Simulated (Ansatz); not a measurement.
MgCl+, closed-shell singlet (lowest of 2S+1 = 1, 3 at CCSD(T)/def2-TZVPP on PBE0 minima; our sources give no spin for the ground state, which may be another), most abundant isotopes (23.9850 and 34.9689 u). Constants from fifth-degree fits in 1/R to seven points on the lowest solution found; no spin–orbit coupling, no relativity up to Kr; ω_e x_e and α_e move by some per cent with the fit.

Correlated levels freeze the inner cores; with def2 sets outer-core shells near the valence are correlated too.

The values were computed with Ansatz (Gaussian orbitals). Each number belongs to the level named beside it.

```tsv
level	r_e (Å)	ω_e (cm⁻¹)	ω_e x_e (cm⁻¹)	α_e (cm⁻¹)
PBE/def2-TZVPP	2.1248	533.8	2.24	0.00156
CCSD(T)/def2-QZVPP	2.1011	569.5	2.30	0.00153
```

Derive the rotational constants, the centrifugal constant, the fundamental, the zero-point energy and the force constant.


μ = 14.22687 u.
- PBE/def2-TZVPP: B_e = 16.8576/(μ r_e²) = 0.26245 cm⁻¹; B₀ = B_e − α_e/2 = 0.26167 cm⁻¹; D = 4B_e³/ω_e² = 2.54e-07 cm⁻¹; fundamental ω_e − 2ω_e x_e = 529 cm⁻¹; zero-point energy ω_e/2 − ω_e x_e/4 = 266 cm⁻¹; k = μ(2πcω_e)² = 239 N/m; the line J = 1 ← 0 at 2B₀ = 15.69 GHz
- CCSD(T)/def2-QZVPP: B_e = 16.8576/(μ r_e²) = 0.26840 cm⁻¹; B₀ = B_e − α_e/2 = 0.26763 cm⁻¹; D = 4B_e³/ω_e² = 2.38e-07 cm⁻¹; fundamental ω_e − 2ω_e x_e = 565 cm⁻¹; zero-point energy ω_e/2 − ω_e x_e/4 = 284 cm⁻¹; k = μ(2πcω_e)² = 272 N/m; the line J = 1 ← 0 at 2B₀ = 16.05 GHz

Ansatz is a quantum-chemistry and plane-wave program.
